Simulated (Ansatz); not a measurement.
CH9NOSi2 (`C[SiH2]N[SiH2]O`), relaxed with RKS PBE0-D4/def2-TZVP in Ansatz from a GFN2-xTB geometry. The force threshold is 0.005 eV/Å; the program also tests the step.

Total charge 0; spin multiplicity 1.

Start:

```xyz
14

C    -1.754    0.576   -0.396
Si   -0.107    0.528   -1.333
N     1.189    0.279   -0.206
Si    1.379   -0.922    1.036
O    -0.017   -1.137    1.830
H    -1.751    1.335    0.381
H    -2.572    0.806   -1.073
H    -1.972   -0.381    0.067
H    -0.164   -0.524   -2.360
H     0.178    1.827   -1.956
H     2.067    0.657   -0.522
H     2.429   -0.390    1.908
H     1.640   -2.269    0.544
H    -0.545   -0.385    2.082
```

How much energy does the relaxation release, and in how many steps? (An estimate is asked.)

Computed: 12.62 kJ/mol, in 30 steps, 1 of them rejected.

Which bonds change most? (Best estimate.)

The calculation gave: C1–Si2 from 1.895 to 1.866 Å; Si4–O5 from 1.620 to 1.648 Å; Si4–H12 from 1.465 to 1.488 Å; Si2–H10 from 1.469 to 1.490 Å.

Give the relaxed structure. (An estimate is asked.)

Computed: 
```xyz
14

C    -1.895    0.921   -0.690
Si   -0.203    0.357   -1.237
N     0.972    0.369    0.037
Si    1.528   -0.970    0.959
O     0.393   -1.617    1.963
H    -1.865    1.944   -0.306
H    -2.599    0.897   -1.526
H    -2.280    0.270    0.099
H    -0.272   -1.049   -1.718
H     0.265    1.239   -2.343
H     1.346    1.268    0.304
H     2.697   -0.472    1.734
H     1.879   -2.105    0.079
H     0.034   -1.050    2.647
```
